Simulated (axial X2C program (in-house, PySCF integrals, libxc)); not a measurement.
## Photoelectron levels of GaF by EOM-IP-CCSD

Computed with an axial X2C code built on PySCF integrals: two-component X2C with atomic mean-field Coulomb and Gaunt terms, Gaussian nuclei, basis Ga dyall-cv3z, F dyall-av3z with contracted cores.

R = 1.788 Å (near the PBE0 minimum at charge 0 of the determinant lowest at the starting distance; the state shown can have its own minimum elsewhere).

Vertical ionisation energies of GaF to the states of GaF⁺:

```
Ω of GaF⁺  vertical IE (eV)  above lowest (cm⁻¹)                  ionised spinor  one-hole weight
      1/2            10.624                    0  52% Ga sσ, 22% F pσ, 19% Ga pσ             0.97
      3/2            13.481                23042                        93% F pπ             0.92
      1/2            13.517                23330                        93% F pπ             0.92
      1/2            15.480                39168             74% F pσ, 21% Ga sσ             0.92
```

(1) Take the first Ω = 1/2 and Ω = 3/2 rows of π character: how far apart are they, and which lies lower?

This point took 23 s on 1 thread of Intel(R) Xeon(R) Processor @ 2.30GHz, with other jobs on the host.

Reference electrons by ω block (each with its −ω partner): 1/2: 14, 3/2: 5, 5/2: 1. 20 electrons of GaF correlated (inner shells frozen), 94 natural virtual spinors (a truncated set); levels can be off by some tenths of an eV. Roots sought by Ω: (1/2: 4, 3/2: 3, 5/2: 1); the list ends where they run out and leaves out roots under 60 % one-particle weight. The solver can skip a root, and states that need a further excitation, which the method places far too high, are missing though they may lie low or lowest. T1 of the reference 0.016 (Lee–Taylor). Number of frozen shells: Ga 3 s, 2 p; F 1 s.

## Answers

(1) E(3/2) − E(1/2) = 23042 − 23330 = -288 cm⁻¹ at EOM-IP-CCSD: inverted, Ω = 3/2 lower. Splittings at this level can be off by ten to twenty per cent.
